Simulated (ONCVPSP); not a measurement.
## Before and after: ONCV potential for Ir (Z = 77)

| Quantity | Value |
| --- | --- |
| Element | Ir |
| Generator | ONCVPSP 4.0.1 |
| Type | optimised norm-conserving Vanderbilt (ONCV) |
| Functional | PBE |
| Relativity | scalar-relativistic |
| Frozen core | [Kr] 4d10 4f14 |
| Valence charge | 17 |
| Reference configuration | 5s2 5p6 5d7 6s1 (charge +1) |
| Partial waves | 5s+6s: rc 1.55 bohr, ncon 3, nbas 7, qcut 8.2 1/bohr, 2 projectors; 5p: rc 1.85 bohr, ncon 4, nbas 7, qcut 8.2 1/bohr, 1 projector; 5d: rc 2.15 bohr, ncon 4, nbas 8, qcut 8.2 1/bohr, 3 projectors, debl 1.7 Ha; f scattering state at 0.29 Ha: rc 1.55 bohr, ncon 4, nbas 8, qcut 6.8 1/bohr, local |
| Local potential | the f channel |
| Core correction | polynomial model core, fcfact 0.25 |

Change: reference 5s2 5p6 5d7 6s2.

Cutoffs: the cutoffs (Ha) at which the residual kinetic energy of the hardest occupied pseudo-wave falls to 1 and 0.1 mHa per electron; they do not see the model core or the augmentation charge, which bear on the density cutoff. Errors are all-electron minus pseudo energies relative to the spin-unpolarised reference configuration.

What does the change do?

The potential gets neither clearly harder nor softer (24 Ha and 28 Ha → 24 Ha and 28 Ha); both files keep a bound ghost (p); the range in which the s phases agree narrows (upper end 4.6 → 1.6); the range in which the f phases agree narrows (upper end at the end of the scan → 1.2).

```csv
quantity,base,changed
"cutoff, loose",24 Ha,24 Ha
"cutoff, tight",28 Ha,28 Ha
loose cutoff by channel,"s 24 Ha, p 14 Ha, d 19 Ha","s 24 Ha, p 14 Ha, d 19 Ha"
bound ghosts,p,p
GHOST(+) flags under 300 eV,none,none
"largest error over its own tests, meV",-53,-23
s: phases at 1.58 bohr within 0.05 rad from the reference energy up to (Ha; the scan ends near 5),4.6,1.6
p: phases at 1.88 bohr within 0.05 rad from the reference energy up to (Ha; the scan ends near 5),-0.4,-0.1
d: phases at 2.18 bohr within 0.05 rad from the reference energy up to (Ha; the scan ends near 5),to the end of the scan,to the end of the scan
f: phases at 1.58 bohr within 0.05 rad from the reference energy up to (Ha; the scan ends near 5),to the end of the scan,1.2
"rms error of d²Exc/dni dnj with the model core, mHa",0.96,0.93
```

 A true bound ghost makes a file unfit for plane-wave use even where its test errors are small: the radial tests pick states by their node count and pass the ghost by.
